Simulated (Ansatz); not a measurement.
A run on `C[Se]C[SiH3]` with other settings.

```yaml
crystal:
  periodic: [false, false, false]
  atoms:
    - {symbol: C, position_ang: [-0.367122, 2.365879, 0.378113]}
    - {symbol: Se, position_ang: [0.624670, 0.790168, 0.929335]}
    - {symbol: C, position_ang: [-0.168954, -0.466809, -0.324487]}
    - {symbol: Si, position_ang: [0.566781, -2.181464, -0.117561]}
    - {symbol: H, position_ang: [-0.027823, 3.189126, 1.006355]}
    - {symbol: H, position_ang: [-1.434847, 2.211803, 0.528832]}
    - {symbol: H, position_ang: [-0.158343, 2.597262, -0.665614]}
    - {symbol: H, position_ang: [0.010189, -0.114152, -1.343266]}
    - {symbol: H, position_ang: [-1.247505, -0.508382, -0.153417]}
    - {symbol: H, position_ang: [-0.076911, -3.107164, -1.088133]}
    - {symbol: H, position_ang: [0.327673, -2.682024, 1.260456]}
    - {symbol: H, position_ang: [2.029091, -2.149345, -0.376613]}
basis:
  gaussian: {orbitals: cc-pVTZ, final_grid: {core_spheres: 8, valence_spheres: 7, degree: 23}, point_charges: [{charge: 2.00, position_ang: [4.727, 0.045, -0.114]}]}
hamiltonian: {xc: {name: revPBE}}
accuracy: high
```

```sh
$ ansatz run in.yaml --threads 4 --pin off --events-out ev --progress --plain --max-ram 10444MiB
```

Output, abridged:

```
Functional definition: revPBE
4441 factors; integrals over basis functions are off by at most 2.8e-8 eV
mean field evaluation 1: about -75415.2161 eV, gradient 7.3e1 eV
mean field evaluation 2: about -75392.9902 eV, gradient 1.1e2 eV
mean field evaluation 4: about -75427.2160 eV, gradient 7.2e0 eV
mean field evaluation 8: about -75427.3432 eV, gradient 7.2e-1 eV
mean field evaluation 16: about -75427.3449 eV, gradient 2.9e-4 eV
mean field -75427.34487072 eV, -2771.9037975082 hartree, gradient 3.0e-8 eV, S^2 0.000000; 0 other end points of the search recorded, 0 dependent functions left out
reference -75427.34487607 eV, -2771.9037977050 hartree; 34, 34 occupied and 215, 215 virtual orbitals, 4441 factors
Total energy: -75427.34487607 eV, -2771.9037977050 hartree
```

It took 9.5 s on 4 threads of an Intel Xeon on a shared host, with 1.6 GiB of host memory at the peak.
